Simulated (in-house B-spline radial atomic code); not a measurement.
Inner-shell binding energies (edges) and X-ray emission energies of free atoms and ions, as differences of relaxed hole-state energies with first-order Breit, QED and recoil terms, without correlation or multiplet splittings, in NIST's listed ground configurations. For neutral atoms such line energies lie within some 1 to 5 eV of tabulated X-ray lines (up to 20 eV for the heaviest). K = 1s, L1 = 2s, L3 = 2p3/2, M3 = 3p3/2. A dash marks a subshell that is part filled or wasn't run, or a line left out. Computed with a B-spline radial code for spherical atoms: Dirac-Hartree-Fock, average of the configuration, finite nuclei.

```csv
ion,configuration,K edge (eV),L1 edge (eV),L3 edge (eV),K-L3 (eV),K-M3 (eV)
Fe7+,[Ar] 3d1,7282.85,1024.39,884.44,6398.41,7078.26
Co7+,[Ar] 3d2,7884.79,1108.56,959.71,6925.08,7669.59
Ni7+,[Ar] 3d3,8511.5,1196.32,1038.17,7473.34,8285.48
Cu7+,[Ar] 3d4,9163.12,1287.7,1119.83,8043.29,8926.04
Zn7+,[Ar] 3d5,?,?,?,?,?
Ga7+,[Ar] 3d6,?,?,?,?,?
Ge7+,[Ar] 3d7,11268.6,1583.94,1384.02,9884.56,10997
As7+,[Ar] 3d8,?,?,?,?,?
Se7+,[Ar] 3d9,12799.1,1800.22,1576.18,11222.9,12503.4
Br7+,[Ar] 3d10,13602.8,1914.12,1677.09,11925.7,13294.7
```

Question: Fill in the row of Zn7+.

Answer: K edge (eV): 9839.75; L1 edge (eV): 1382.74; L3 edge (eV): 1204.68; K-L3 (eV): 8635.06; K-M3 (eV): 9591.41.

Question: Fill in the row of Ga7+.

Answer: K edge (eV): 10541.5; L1 edge (eV): 1481.47; L3 edge (eV): 1292.75; K-L3 (eV): 9248.77; K-M3 (eV): 10281.7.

Question: Fill in the row of As7+.

Answer: K edge (eV): 12021; L1 edge (eV): 1690.17; L3 edge (eV): 1478.49; K-L3 (eV): 10542.5; K-M3 (eV): 11737.5.
